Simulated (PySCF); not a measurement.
HCl₃Ge, charge -1, doublet, geometry from GFN2-xTB (a state made from the parent by changing its charge; the spin is typed, not shown lowest), with bond 3-1 at 1.5 times its length; PySCF with PBE/3-21G.

Here is a job for PySCF.
```python
from pyscf import gto, scf, dft

mol = gto.Mole()
mol.atom = '''
    Ge    0.18961606    0.14465705    0.11687467
    Cl   -0.81013033    2.36575078   -0.06066118
    Cl    2.92634424   -2.29048601    0.11518210
    Cl   -1.55983724   -1.16332174   -0.38022513
    H    -0.01799083    0.06879887    1.78739072
'''
mol.basis = '3-21g'
mol.charge = -1
mol.spin = 1
mol.verbose = 5
mol.build()

mf = dft.UKS(mol)
mf.xc = 'pbe'
mf.kernel()
mo_i, mo_e, stable_i, stable_e = mf.stability(internal=True, external=False, return_status=True, nroots=6, tol=1e-6)
print('internally stable:', stable_i, ' externally stable:', stable_e)
if not stable_i:
    umf = mf.copy()
    umf.scf_summary = {}
    umf.kernel(umf.make_rdm1(mo_i, mf.mo_occ))
```

The log (banner, timings and long lists left out):

```
PySCF version 2.14.0

[INPUT] verbose = 5
[INPUT] max_memory = 4000
[INPUT] num. atoms = 5
[INPUT] num. electrons = 85
[INPUT] charge = -1
[INPUT] spin (= nelec alpha-beta = 2S) = 1
[INPUT] symmetry False subgroup None
[INPUT] Mole.unit = angstrom
[INPUT] Symbol           X                Y                Z      unit          X                Y                Z       unit  Magmom
[...]
[INPUT] ---------------- BASIS SET ----------------
[INPUT] l, kappa, [nprim/nctr], expnt,             c_1 c_2 ...
[INPUT] H
[...]
                                0.824547          0.904691
[...]
[INPUT] Cl
[...]
                                207.857           0.380363
                                45.1554           0.67819
[...]
                                13.9765           0.0511338
                                3.8871            0.991337
[...]
                                0.526955          1.18252
[...]
                                13.9765           0.458682
                                3.8871            0.601962
[...]
                                0.526955          0.822321
[...]
[INPUT] Ge
[...]
                                767.72417         0.373167
                                168.18881         0.684787
[...]
                                48.95543          0.0912
                                15.1837           0.963449
[...]
                                5.441437          0.293883
                                1.742603          0.889199
[...]
                                0.263093          1.19067
[...]
                                48.95543          0.57538
                                15.1837           0.445995
[...]
                                5.441437          0.473245
                                1.742603          0.603278
[...]
                                0.263093          0.98749
[...]
                                6.223814          0.511492
                                1.588737          0.58577

nuclear repulsion = 443.908842431647
number of shells = 33
number of NR pGTOs = 138
number of NR cGTOs = 63
basis = 3-21g
ecp = {}

******** <class 'pyscf.dft.uks.UKS'> ********
method = UKS
initial guess = minao
damping factor = 0
level_shift factor = 0
DIIS = <class 'pyscf.scf.diis.CDIIS'>
diis_start_cycle = 1
diis_space = 8
diis_damp = 0
SCF conv_tol = 1e-09
SCF conv_tol_grad = None
SCF max_cycles = 50
direct_scf = True
direct_scf_tol = 1e-13
number electrons alpha = 43  beta = 42
XC library pyscf.dft.libxc version 7.1.2
    S. Lehtola, C. Steigemann, M. J. T. Oliveira, and M. A. L. Marques,  SoftwareX 7, 1–5 (2018)
XC functionals = pbe
    J. P. Perdew, K. Burke, and M. Ernzerhof,  Phys. Rev. Lett. 77, 3865 (1996)
    J. P. Perdew, K. Burke, and M. Ernzerhof,  Phys. Rev. Lett. 78, 1396 (1997)
    J. P. Perdew, K. Burke, and M. Ernzerhof,  Phys. Rev. Lett. 77, 3865 (1996)
    J. P. Perdew, K. Burke, and M. Ernzerhof,  Phys. Rev. Lett. 78, 1396 (1997)
radial grids:
    Treutler-Ahlrichs [JCP 102, 346 (1995); DOI:10.1063/1.469408] (M4) radial grids

becke partition: Becke, JCP 88, 2547 (1988); DOI:10.1063/1.454033
pruning grids: <function nwchem_prune>
grids dens level: 3
symmetrized grids: False
atomic radii adjust function: <function treutler_atomic_radii_adjust>
small_rho_cutoff = 0
Set gradient conv threshold to 3.16228e-05
atom Ge rad-grids = 90, ang-grids = [ 50  50  50  50  50  50  50  50  50  50  50  50  50  50  50  50  50  50
  50  50  50  50  50  50  50  50  50  50  86  86  86  86  86  86  86  86
  86  86  86  86  86  86  86  86 350 350 350 350 350 350 350 350 350 350
 350 434 434 434 434 434 434 434 434 434 434 434 434 434 434 434 434 434
 434 434 434 434 350 350 350 350 350 350 350 350 350 350 350 350 350 350]
atom Cl rad-grids = 80, ang-grids = [ 50  50  50  50  50  50  50  50  50  50  50  50  50  50  50  50  50  50
  50  50  50  50  50  50  86  86  86  86  86  86  86  86  86  86  86  86
  86 350 350 350 350 350 350 350 350 350 434 434 434 434 434 434 434 434
[...]
 -4.87811411e+01 -4.32914268e+01 -4.32911010e+01 -4.32894426e+01
 -8.95301833e+00 -8.93476433e+00 -8.87198455e+00 -6.78804148e+00
 -6.77999506e+00 -6.77956330e+00 -6.76982401e+00 -6.76254096e+00
 -6.76217065e+00 -6.70699420e+00 -6.70113862e+00 -6.70099961e+00
 -5.78056537e+00 -3.97447789e+00 -3.97302346e+00 -3.96789131e+00
 -8.48339665e-01 -8.42970505e-01 -8.40159199e-01 -8.37820855e-01
 -8.36495764e-01 -6.01368381e-01 -5.65544056e-01 -4.85339735e-01
 -3.28121013e-01 -1.93592948e-01 -1.80441954e-01 -1.54775832e-01
 -1.33644950e-01 -1.23944571e-01 -1.20887955e-01 -7.67487657e-02
 -6.12222084e-02 -6.08344651e-02 -5.05990950e-02  9.11770423e-02
  1.03017193e-01  1.75354112e-01  3.84301209e-01  3.87674764e-01
  4.00756145e-01  4.21960431e-01  6.33559209e-01  6.49302183e-01
  6.70885437e-01  6.92960752e-01  6.96511567e-01  7.16799007e-01
  7.48944010e-01  7.56807163e-01  7.62664419e-01  8.21624348e-01
  8.96921620e-01  9.48951817e-01  1.17386827e+00]
multiplicity <S^2> = 0.75114221  2S+1 = 2.0011419
nelec by numeric integration = [43.0000093  42.00000916]
E1 = -5684.673715938501  E2 = 1800.021033172654  Ecoul = 1963.3035037994425  Exc = -163.28247062678872
Extra cycle  E= -3440.7438403342  delta_E= 9.4e-10  |g|= 2.63e-05  |ddm|= 8.38e-05
converged SCF energy = -3440.7438403342  <S^2> = 0.75114221  2S+1 = 2.0011419
nelec by numeric integration = [43.0000093  42.00000916]
davidson 0 1  |r|= 0.55  e= [0.13469423]  max|de|= 0.135  lindep= 0.614
davidson 1 2  |r|= 0.544  e= [0.1345022  0.29433209]  max|de|= 0.294  lindep= 0.07
Old state -> New state
    1     ->     2
    1     ->     3
davidson 2 4  |r|= 0.989  e= [0.12624333 0.14584354 0.29128368 0.82157412]  max|de|= 0.822  lindep= 0.0796
Old state -> New state
    3     ->     2
    2     ->     3
    0     ->     4
    3     ->     5
davidson 3 8  |r|= 0.924  e= [0.1088124  0.14242358 0.1594802  0.23610144 0.58823634 0.72199656]  max|de|= 0.722  lindep= 0.211
Old state -> New state
    4     ->     3
    3     ->     4
    3     ->     5
davidson 4 14  |r|= 0.447  e= [0.10377212 0.14176579 0.15255464 0.20385755 0.21732807 0.24171917]  max|de|= -0.384  lindep= 0.0324
Old state -> New state
    5     ->     0
    0     ->     1
    1     ->     2
    2     ->     3
    3     ->     4
    4     ->     5
davidson 5 20  |r|= 0.394  e= [0.05599865 0.08811    0.14165825 0.15175606 0.18225649 0.20975663]  max|de|= 0.056  lindep= 0.084
Old state -> New state
    1     ->     0
    0     ->     1
davidson 6 26  |r|= 0.0856  e= [0.02642628 0.03264025 0.14158747 0.15171157 0.18073416 0.20696806]  max|de|= -0.0617  lindep= 0.0482
[...]
davidson 7 32  |r|= 0.0486  e= [0.02563756 0.02796084 0.14158683 0.15170842 0.1806769  0.20581896]  max|de|= -0.00468  lindep= 0.139
[...]
davidson 8 6  |r|= 0.0486  e= [0.02563756 0.02796084 0.14158683 0.15170842 0.1806769  0.20581896]  max|de|= 5.91e-15  lindep= 0.195
davidson 9 10  |r|= 0.0205  e= [0.02544174 0.02712107 0.14158681 0.15170804 0.18066992 0.2055917 ]  max|de|= -0.00084  lindep= 0.351
davidson 10 14  |r|= 0.0088  e= [0.02535237 0.02692164 0.1415868  0.15170795 0.18066835 0.20553149]  max|de|= -0.000199  lindep= 0.152
[...]
davidson 11 18  |r|= 0.00316  e= [0.02532573 0.02687404 0.1415868  0.15170793 0.18066793 0.20550787]  max|de|= -4.76e-05  lindep= 0.236
davidson 12 21  |r|= 0.00162  e= [0.02532182 0.02686736 0.1415868  0.15170792 0.18066785 0.20550135]  max|de|= -6.68e-06  lindep= 0.271
[...]
davidson 13 24  |r|= 0.000652  e= [0.02532154 0.02686688 0.1415868  0.15170792 0.18066783 0.20549895]  max|de|= -2.39e-06  lindep= 0.678
[...]
converged 14 25  |r|= 0.000228  e= [0.02532153 0.02686687 0.1415868  0.15170792 0.18066782 0.2054986 ]  max|de|= -3.5e-07
uhf_internal: lowest eigs of H = [0.02532153 0.02686687 0.1415868  0.15170792 0.18066782 0.2054986 ]
<class 'pyscf.dft.uks.UKS'> wavefunction is stable in the internal stability analysis
internally stable: True  externally stable: None
```
